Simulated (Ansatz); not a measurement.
Gas-phase electronic energies from Ansatz, PBE0-D4/def2-TZVP geometries. CCSD(T)/CBS is the MP2 limit (def2-TZVPP, def2-QZVPP) plus CCSD(T) − MP2 in def2-TZVPP, frozen cores. DFT in def2-TZVPP. B3LYP here is the variant with VWN-RPA as its local correlation; programs differ in this. One conformer a species, not always the lowest.

Consider the ligand exchange at the Si–O bond: `CO[SiH](O)O[SiH3]` + `COB(C)O` → `COB(C)O[SiH3]` + `CO[SiH](O)O`.

`CO[SiH](O)O[SiH3]`:

Z-matrix (Å, degrees):
```
C
O 1 1.410
H 1 1.091 2 108.3
H 1 1.096 2 111.7 3 119.4
H 1 1.094 2 111.0 3 -119.2
Si 2 1.631 1 124.1 3 -167.3
O 6 1.622 2 112.6 1 -65.0
O 6 1.631 2 106.8 1 176.4
H 6 1.477 2 109.8 1 53.7
Si 7 1.640 6 142.6 2 -89.1
H 8 0.958 6 117.1 2 -24.3
H 10 1.486 7 110.8 6 40.0
H 10 1.484 7 107.7 6 159.5
H 10 1.484 7 110.2 6 -81.2
```

`COB(C)O`:

Z-matrix (Å, degrees):
```
C
O 1 1.408
H 1 1.090 2 107.9
H 1 1.094 2 111.3 3 -119.0
H 1 1.094 2 111.8 3 119.4
B 2 1.368 1 121.9 3 -171.4
O 6 1.364 2 116.5 1 -179.3
C 6 1.569 2 123.9 1 0.9
H 7 0.962 6 111.4 2 -0.0
H 8 1.090 6 111.5 2 -176.8
H 8 1.095 6 111.0 2 62.7
H 8 1.094 6 111.6 2 -55.5
```

`COB(C)O[SiH3]`:

Cartesian coordinates in Å:
```
C -1.240 -1.604 -1.488
O -1.026 -0.215 -1.349
B -0.252 0.318 -0.373
C -0.079 1.878 -0.313
O 0.353 -0.520 0.533
Si 1.336 -0.244 1.822
H -0.842 -2.165 -0.640
H -2.314 -1.783 -1.570
H -0.759 -1.952 -2.405
H -0.425 2.274 0.648
H 0.977 2.158 -0.396
H -0.628 2.383 -1.107
H 1.671 -1.564 2.407
H 2.582 0.443 1.393
H 0.646 0.593 2.838
```

`CO[SiH](O)O`:

Cartesian coordinates in Å:
```
C 1.235 1.006 -0.729
O 0.319 -0.066 -0.745
Si -0.829 -0.301 0.397
O -0.241 -0.642 1.879
O -1.715 -1.569 -0.126
H 0.731 1.966 -0.567
H 1.986 0.871 0.055
H 1.740 1.041 -1.696
H -1.608 0.941 0.579
H 0.103 -1.524 2.026
H -1.722 -1.723 -1.072
```

| level | ΔE (kJ/mol) | difference from CCSD(T)/CBS |
| --- | --- | --- |
| PBE-D4 | 14.1 | -1.3 |
| r2SCAN-D4 | 15.6 | 0.2 |
| PBE0-D4 | 15.4 | 0.0 |
| B3LYP-D4 | 16.1 | 0.7 |
| ωB97X-V | 15.9 | 0.5 |
| ωB97M-V | 15.7 | 0.3 |
| B2PLYP | 15.7 | 0.3 |
| PBE | 13.9 | -1.5 |
| r2SCAN | 15.5 | 0.1 |
| PBE0 | 15.2 | -0.2 |
| B3LYP | 15.8 | 0.4 |
| HF/def2-TZVPP | 19.8 | 4.4 |
| MP2/def2-TZVPP | 15.4 | 0.0 |
| SCS-MP2/def2-TZVPP | 16.3 | 0.9 |
| CCSD/def2-TZVPP | 16.5 | 1.1 |
| CCSD(T)/def2-TZVPP | 15.6 | 0.2 |
| HF/def2-QZVPP | 20.4 | 5.0 |
| MP2/def2-QZVPP | 15.5 | 0.1 |
| SCS-MP2/def2-QZVPP | 16.4 | 1.0 |
| HF/CBS(def2) | 20.5 | 5.1 |
| MP2/CBS(def2) | 15.1 | -0.3 |
| CCSD/CBS(def2) | 16.3 | 0.9 |
| CCSD(T)/CBS | 15.4 | 0 |

Largest T1 diagnostic among the species: 0.012.

In def2-TZVPP, CCSD(T) changes the Hartree–Fock value by −4.2 kJ/mol (the triples alone add −0.9 kJ/mol) and MP2 by −4.4 kJ/mol.
